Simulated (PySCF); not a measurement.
Identify the unknown among the candidates.

All candidates are C4H6F2O.

| technique | computed result |
| --- | --- |
| Polarisability | 53.4 au [B3LYP/def2-SVPD] |
| UV, strongest line | among the 8 lowest singlet transitions: S8 at 8.20 eV (151 nm, f = 0.052) [TDDFT B3LYP/def2-SVPD] |
| Dipole | 0.98 D [B3LYP/def2-SVPD] |
| Triplet | lowest triplet excitation (Tamm–Dancoff): 3.57 eV [TDA B3LYP/def2-SVPD] |
| UV, first state | lowest singlet excitation: 4.17 eV (298 nm, f = 0.000) [TDDFT B3LYP/def2-SVPD] |
| Rotational structure | rotational constants A, B, C: 3.532, 1.927, 1.682 GHz [GFN2-xTB] |

Gas-phase values; electronic properties from PySCF, density fitting. Levels stand in brackets. One conformer (not necessarily the lowest) at the GFN2-xTB geometry, without solvent, vibrations or thermal averaging.

**Question.** Which candidate is it?
A. `C=C(CF)OCF`
B. `C=C(OC)C(F)F`
C. `C[C@@H](F)[C@@H](F)C=O`

**Answer.** C. It is `C[C@@H](F)[C@@H](F)C=O`. Numbering: `[CH3:1][C@@H:2]([F:3])[C@@H:4]([F:5])[CH:6]=[O:7]`. Its formula, C4H6F2O, gives 1 degree of unsaturation: 0 rings and 1 π bond in the structure found. S1 is mainly HOMO→LUMO (weight 0.99); the largest Löwdin shares of the orbital it empties are 0.55 on the aldehyde oxygen, 0.15 on the aldehyde carbon, 0.11 on an sp3 C–F carbon and 0.08 on the formyl hydrogen, of the orbital it fills 0.42 on the aldehyde carbon, 0.34 on the aldehyde oxygen, 0.09 on an sp3 C–F carbon and 0.06 on the formyl hydrogen. The optimised geometry has point group C1 and is an asymmetric top.

The others, at the same levels:
- `C=C(OC)C(F)F` fails: its computed lowest singlet excitation is 6.45 eV (192 nm, f = 0.030) (against 4.17 eV), lowest triplet excitation (Tamm–Dancoff) is 4.16 eV (against 3.57 eV) and strongest line among the 8 lowest singlet transitions is S2 at 6.59 eV (188 nm, f = 0.210) (against S8 at 8.20 eV).
- `C=C(CF)OCF` fails: its computed lowest singlet excitation is 6.59 eV (188 nm, f = 0.056) (against 4.17 eV), lowest triplet excitation (Tamm–Dancoff) is 4.48 eV (against 3.57 eV) and strongest line among the 8 lowest singlet transitions is S2 at 6.92 eV (179 nm, f = 0.127) (against S8 at 8.20 eV).

Each candidate is one conformer, not necessarily the lowest. Dipoles, sizes and rotational constants follow the conformer. The torsions of the flexible species, by atom-mapped SMILES:
- `[CH3:1][C@@H:2]([F:3])[C@@H:4]([F:5])[CH:6]=[O:7]`: C1–C2–C4–F5 -44°, C2–C4–C6–O7 47°
- `[CH2:1]=[C:2]([O:3][CH3:4])[CH:5]([F:6])[F:7]`: C1–C2–O3–C4 0°, C1–C2–C5–F6 59°
- `[CH2:1]=[C:2]([CH2:3][F:4])[O:5][CH2:6][F:7]`: C1–C2–C3–F4 17°, C1–C2–O5–C6 -8°, C2–O5–C6–F7 72°
